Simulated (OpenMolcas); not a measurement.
Au³⁺: effect of the basis set

```yaml
Program: OpenMolcas
Method: "SS-CASPT2, IPEA 0.25 Eh, imaginary shift 0.1 Eh (closed shells correlated: 5s 5p)"
Active_space: 8 electrons in 10 orbitals (5d 6d)
State_averaging: 2S+1 = 3 even, 10 roots; 2S+1 = 1 even, 15 roots
Spin-orbit_coupling: state interaction with AMFI integrals over the reference wave functions, term energies averaged over their components
```

A. ANO-R2 [8s6p5d3f1g], X2C, finite nucleus; CASPT2 step of the order of 12 core-minutes
B. ANO-RCC-VTZP [8s7p5d3f1g], DKH2, point nucleus; CASPT2 step of the order of 11 core-minutes
C. ANO-RCC-VQZP [9s8p6d4f2g1h], DKH2, point nucleus; CASPT2 step about 10 core-minutes

Energies in cm⁻¹ above 5d⁸ ³F₄, the measured ground level; measured values from Zainab et al., Astrophys. J. Suppl. Ser. 267, 12 (2023).

```
         Level      A      B      C  Measured
       5d⁸ ³F₄    0.0    0.0    0.0       0.0
       5d⁸ ³F₃  12310  12480  12420     12294
5d⁸ ³P₂ [51 %]  18660  18870  18790          
       5d⁸ ³P₀  18950  19000  18950     18185
       5d⁸ ³P₁  22520  22760  22670     21490
       5d⁸ ¹G₄  26520  26620  26380     25702
       5d⁸ ¹S₀  56390  56540  56290     55278
```

Deviations, from unrounded energies. A percentage is the sum of absolute deviations over the sum of measured energies, with the sign that they share, or ± where signs differ.

```
                        Against measurement  Levels     A     B     C
             mean absolute deviation (cm-1)       5   750   890   750
      fine structure of the ground term (%)       1  +0.2  +1.5  +1.0
other terms of the ground configuration (%)       4  +3.1  +3.5  +3.0
```

A, C lie about equally close to measurement and B furthest from it. The largest miss of A in the table is 5d⁸ ¹S₀, by +1100 cm-1. The ranking rests on the paired levels alone, and a cruder setting can come out closer through cancelling errors.

The two smallest mean deviations differ by little beside CASPT2's spread within terms, so their order carries little weight.

Among A to C the level of the table that moves most is 5d⁸ ¹S₀, by 250 cm-1 (lowest in C, highest in B). Moves below CASPT2's spread within the term are not significant.

Term energies are means over components that CASPT2 splits; among the terms shown or strongly mixed into the levels shown the widest spread is 680 cm-1 (5d⁸ ¹G, C). Active for correlation alone: 6d; no level in the range computed is led by a configuration that fills it, so any true level of that kind is missing. Computed and measured levels are paired by configuration, term and J; levels that our copy of the source lacks, or whose pairing is in doubt (as where it misses far off the trend of its configuration), stay unpaired and out of the deviations. Levels of configurations outside the active space are missing. The table leaves out levels that lie high or whose names do not pair safely across all columns.

A share in square brackets marks a mixed level and gives the weight of the term that names it, the lowest over the columns.
